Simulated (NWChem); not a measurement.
C2H4AuN; SMILES C[N+]#[C-]->[AuH]

```xyz
8

Au    -0.5070    -0.1490    -0.5893
H     -1.5559    -0.4123    -1.7947
C      2.4277     0.7093     2.8336
N      1.5338     0.4239     1.7804
C      0.7814     0.1975     0.9005
H      2.3779     1.7864     3.0919
H      3.4655     0.4617     2.5326
H      2.1635     0.1138     3.7307
```
Atoms are numbered in this order, from 1.

Level: PBE-D3(BJ)/def2-SVP with def2 effective core potentials on Au (NWChem), optimised geometry, unscaled harmonic frequencies. def2 effective core potentials on Au; no spin-orbit coupling.

### Question
List the harmonic frequencies with IR intensities, and the thermochemistry.

### Answer
```tsv
frequency (cm⁻¹)	IR intensity (km/mol)
93	0.1
98	0.0
286	14.0
288	13.9
297	3.8
638	10.7
640	10.5
1021	0.1
1085	0.7
1086	0.7
1379	19.8
1403	13.1
1404	13.2
2110	13.1
2251	443.8
2976	12.5
3073	0.2
3074	0.2
```

```yaml
zero_point_energy: 33.1 kcal/mol
thermal correction to the enthalpy at 298.15 K (with zero-point energy): 37.5 kcal/mol
heat capacity Cv: 18.1 cal/(mol K)
entropy at 298.15 K and 1 atm (symmetry number 1): 79.7 cal/(mol K)
```

Rigid rotor and harmonic oscillator; modes under 100 cm⁻¹ make the entropy uncertain.
